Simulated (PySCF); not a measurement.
UHF on Ar (argon, neutral)

Configuration: [Ar], closed-shell 1S. All numbers are calculated (PySCF 2.14, the non-relativistic Hamiltonian (point nucleus), in aug-cc-pV(T+d)Z (6s5p4d2f, 55 functions)).

```
Total energy                                     : -526.813352 hartree
One-electron energy                              : -728.2195 hartree
Hartree (Coulomb) energy                         : 231.5894 hartree
Exchange energy                                  : -30.1833 hartree
Kinetic energy                                   : 526.79461 hartree
⟨S²⟩                                             : 0.0000
⟨L²⟩                                             : 0.000
Sum of ⟨r⟩                                       : 16.08 bohr
Sum of ⟨r²⟩                                      : 26.07 bohr²
Density at the nucleus (Gaussians lack the cusp) : 3790 bohr⁻³
Langevin diamagnetic susceptibility              : -20.6 ×10⁻⁶ cm³/mol
```

| shell | electrons | mean orbital energy (eV) | rms radius, mean of both spins (bohr) |
| --- | --- | --- | --- |
| 1s | 2 | -3227.6 | 0.0998 |
| 2s | 2 | -335.33 | 0.449 |
| 2p | 6 | -260.47 | 0.418 |
| 3s | 2 | -34.773 | 1.53 |
| 3p | 6 | -16.092 | 1.82 |

Spin-orbit constants ζ (cm⁻¹) from the X2C one-electron operator on these orbitals (non-relativistic here): bare nucleus, nucleus screened by l(l+1)(2l+1)/3 electrons, and screened by the Breit-Pauli mean field of the electrons.

| shell | bare | screened nucleus | mean field |
| --- | --- | --- | --- |
| 2p | 12860 | 11430 | 10760 |
| 3p | 925.4 | 822.6 | 764.6 |
